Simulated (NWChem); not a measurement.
Correlation energy of MgO

SMILES: [O]=[Mg]
```xyz
2

Mg     0.0000     0.0000     0.6990
O      0.0000     0.0000    -1.0486
```
Charge 0, spin multiplicity 1.

All runs are NWChem calculations. All single points use one geometry, from PBE0/def2-SVP, a minimum by its harmonic frequencies.

Basis set: 6-311G**. Each correlation energy counts from its own Hartree-Fock reference.

The correlated methods keep 6 core orbitals frozen. The Pople sets run with spherical d functions. The structure started from a generated list of species. Coupled-cluster values serve here as a point of comparison, not as the truth.

| method | correlation energy (mHa) | remark |
|---|---|---|
| CR-CCSD[T] | [?] | large amplitudes |
| CCSD(T) | [?] | - |
| CCSDT | [?] | large amplitudes |
| CCSD | -267.7 | - |
| MP2 | -283.2 | - |
| CCSD+T(CCSD) | [?] | - |
| SCS-MP2 | -274.7 | - |
| CR-CCSD(T) | -283.3 | large amplitudes |

Problem. Some entries are withheld; supply them.

Solution. 
- CR-CCSD[T], correlation energy (mHa): -288.6
- CCSD(T), correlation energy (mHa): -288.1
- CCSDT, correlation energy (mHa): -287.6
- CCSD+T(CCSD), correlation energy (mHa): -295.6
